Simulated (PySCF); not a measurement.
C₂H₆AlFO₂. Atoms are numbered in the order given.

```xyz
12

Al     0.2367     0.2629     0.2715
F      0.7895     1.6150     1.0509
O     -0.9998     0.3713    -0.8599
C     -1.8212     1.3309    -1.4387
H     -1.6286     2.3502    -1.0569
H     -1.6810     1.3524    -2.5338
H     -2.8837     1.0980    -1.2485
O      0.9476    -1.2083     0.6470
C      0.8258    -2.5419     0.2760
H      0.0512    -2.7059    -0.4954
H      1.7829    -2.9207    -0.1238
H      0.5658    -3.1647     1.1500
```
Charge 0, spin multiplicity 1.

Geometry optimised at PBE0-D3(BJ)/def2-SVP. The structure was generated by enumeration; whether it is a known compound was not checked. One conformer was computed; it need not be the lowest.

Computed with PySCF with PBE/pcSseg-1.

GIAO shieldings, no solvent; atoms listed in one row are averaged. δ = σ(ref) − σ: ¹⁹F against CFCl3 (σ = 133.6 ppm); ¹⁷O against H2O (σ = 334.3 ppm); ¹³C against TMS (σ = 182.0 ppm); ¹H against TMS (σ = 31.49 ppm), references at their B3LYP-D3(BJ)/def2-TZVP geometries, non-relativistic.

```
nucleus                      atoms  count  δ (ppm)
-------  -------------------------  -----  -------
¹⁹F                             F2      1   -237.0
¹⁷O                             O3      1      6.8
¹⁷O                             O8      1      3.7
¹³C                         C4, C9      2     58.0
¹H       H5, H6, H7, H10, H11, H12      6     4.27
```
